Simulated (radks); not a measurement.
Values are calculated unless marked as measured or tabulated.
Neutral tin inside a hard spherical wall (all orbitals vanish at R), configuration held at [Kr] 4d10 5s2 5p2 and not refilled when levels cross. Code: a radial shooting solver on a logarithmic mesh with Libxc functionals. Model: scalar-relativistic Kohn-Sham, LDA (Slater exchange, Perdew-Wang correlation), spin-polarised, spherical densities, finite nucleus; open shells are filled with parallel spins first (spin-orbit coupling, left out, can overturn this in heavy ions); Fermi nuclear charge, rms radius 4.6519 fm. Eigenvalues in eV for spin up, with the zero of energy where the potential of the charges vanishes at infinity; a dash marks a level that is unbound or too diffuse for the functional's potential to be trusted. A positive occupied level is held by the wall or, in an anion where self-interaction has pushed it up, behind a barrier. The pressure on the wall is -dE/dV.

R (bohr)  E (hartree)  kinetic (hartree)    e(4p)    e(4d)    e(5s)   e(5p)  e(6s, empty)  e(5d, empty)  pressure (GPa)
free      -6171.72522           6441.695  -89.463  -25.857  -11.159  -4.238        -0.494             -               0
20        -6171.72522           6441.695  -89.463  -25.857  -11.159  -4.238        -0.482         0.635        < 0.0001
15        -6171.72522           6441.695  -89.463  -25.857  -11.158  -4.237        -0.411         0.858        < 0.0001
12        -6171.72517           6441.696  -89.456  -25.850  -11.153  -4.232        -0.191         1.164         0.00104
8         -6171.72047           6441.731  -89.185  -25.583  -10.947  -4.002         1.786         2.661           0.191
7         -6171.71083           6441.792  -88.830  -25.236  -10.683  -3.676         3.614         3.772           0.768
5         -6171.57872           6442.446  -86.357  -22.844   -8.692  -0.944        15.245         9.985            16.8
4         -6171.19838           6444.031  -82.582  -19.253   -4.830   4.383        34.376        19.630             104
2.5       -6166.22542           6462.323  -61.419    1.337   30.045  48.008        158.62        81.468            3890
2         -6156.27226           6496.870  -36.874   27.608   86.950  113.38        312.73        158.97           20500
1.5       -6116.93246           6620.747   30.212   103.53   272.65  312.12        725.29        369.02          161000
